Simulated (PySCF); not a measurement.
## What builds the third ionisation energy along the second row

All values are computed (PySCF 2.14, energy differences of UHF-based or UKS calculations, no spin-orbit coupling). Each column adds one step, in eV (sums use unrounded values): valence MP2, valence CCSD, valence triples, then the next inner shell at CCSD(T) (C 1s, N 1s, O 1s, F 1s, Ne 1s). References (NIST) marked * lie between the lowest fine-structure levels; the others compare directly ((s) semi-empirical, (t) theoretical).

| element | UHF | + MP2 | + CCSD | + (T) | + inner shell | sum | reference |
| --- | --- | --- | --- | --- | --- | --- | --- |
| C [He] 2s2 → [He] 2s1 (x2c-QZVPPall, spin-free X2C) | 45.798 | 1.224 | 0.792 | 0.000 | 0.003 | 47.817 | 47.888 |
| O [He] 2s2 2p2 → [He] 2s2 2p1 (x2c-QZVPPall, spin-free X2C) | 54.609 | 0.430 | -0.219 | 0.012 | 0.042 | 54.874 | 54.936 (s) * |
| F [He] 2s2 2p3 → [He] 2s2 2p2 (x2c-QZVPPall, spin-free X2C) | 62.252 | 0.635 | -0.225 | 0.003 | 0.035 | 62.701 | 62.708 (s) * |
| Ne [He] 2s2 2p4 → [He] 2s2 2p3 (x2c-QZVPPall, spin-free X2C) | 61.832 | 1.315 | 0.036 | 0.019 | 0.019 | 63.221 | 63.423 * |

Question: Estimate the missing row, N [He] 2s2 2p1 → [He] 2s2 (x2c-QZVPPall, spin-free X2C).

Answer: The calculation gives UHF 47.298; + MP2 0.229; + CCSD -0.253; + (T) 0.031; + inner shell 0.052; sum 47.358. The reference value is 47.445 (s) *.

What remains against the references is mostly basis incompleteness and, for starred values, spin-orbit coupling.

These are valence bases, so the inner-shell step is incomplete.
